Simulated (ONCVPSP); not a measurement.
**Cutoff test, thulium, ONCV**

thulium, optimised norm-conserving Vanderbilt (ONCV), made with ONCVPSP 4.0.1 (PBEsol, scalar-relativistic). Core [Kr], reference 4d10 4f12 5s2 5p6 (charge +3). Waves: 5s: rc 1.85 bohr, ncon 4, nbas 7, qcut 5 1/bohr, 2 projectors, debl 3.8 Ha; 5p: rc 1.65 bohr, ncon 4, nbas 7, qcut 8.9 1/bohr, 3 projectors, debl 3.1 Ha; 4d: rc 0.85 bohr, ncon 4, nbas 9, qcut 18.8 1/bohr, 2 projectors, debl 3.9 Ha; 4f: rc 1.20 bohr, ncon 4, nbas 9, qcut 16 1/bohr, 2 projectors, debl 1.1 Ha. Local part: polynomial inside 0.85 bohr (lpopt 5, dvloc0 1 Ha). Core correction: Teter function, fcfact 3.5, rcfact 1.2.

In the s channel the program set the typed energies aside and used -3.084, 0.050 Ha. In the d channel the program set the typed energies aside and used -7.536, 0.250 Ha. In the f channel the program set the typed energies aside and used -1.315, 0.250 Ha.

**Question.** For each optimised wave give the share of its norm inside rc, the residual kinetic energy above qcut (Ha) and the cutoffs (Ha) for errors of 10, 1, 0.1 and 0.01 mHa per electron.

**Answer.**

```tsv
wave	norm inside rc	residual KE	10 mHa	1 mHa	0.1 mHa	0.01 mHa
5s	0.934	6.7e-04	8.4	11.9	32.5	40.3
s projector 2	0.050	7.8e-04	6.9	12.0	33.6	47.7
5p	0.729	1.8e-07	18.0	24.8	29.6	33.5
p projector 2	0.033	2.5e-07	13.3	22.6	28.9	33.6
p projector 3	0.038	1.6e-06	18.2	26.4	32.2	36.3
4d	0.898	6.6e-07	109.6	130.6	147.7	161.4
d projector 2	0.011	7.1e-08	74.8	103.2	126.8	146.1
4f	0.876	5.5e-07	89.3	101.8	111.4	119.0
f projector 2	0.040	2.6e-07	76.8	93.1	105.9	115.6
```

The occupied waves need 131 Ha and 148 Ha for 1 and 0.1 mHa. Note: ghosts flagged at negative energy: s at -209.2 eV; GHOST(+) flagged for p at 209.1 eV. A true bound ghost makes a file unfit for plane-wave use. 3 of 4 tests not solved or not reliable.
